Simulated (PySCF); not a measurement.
C₄H₆Ge, SMILES C=[C](C#C)[GeH3]. Geometry: PBE-D3(BJ)/def2-SVP. The structure was generated by enumeration, and PubChem lists no compound with its InChIKey, so it may never have been made.

Question: Give the equilibrium geometry at PBE-D3(BJ)/def2-SVP (PySCF confirms it by a frequency run) as a Z-matrix, and its point group. (Estimate from the structure and the level; the computed values follow.)

Answer: point group Cs.
```
C
C 1 1.3579
H 2 1.1013 1 121.26
H 2 1.1028 3 117.39 1 180.00
C 1 1.4218 2 123.55 3 180.00
C 5 1.2282 2 156.26 3 180.00
H 6 1.0807 2 163.05 3 180.00
Ge 1 1.9752 2 120.61 3 0.00
H 8 1.5496 1 109.61 2 -120.20
H 8 1.5496 9 109.01 1 119.97
H 8 1.5511 9 110.29 10 121.24
```
Charge 0, spin multiplicity 1.
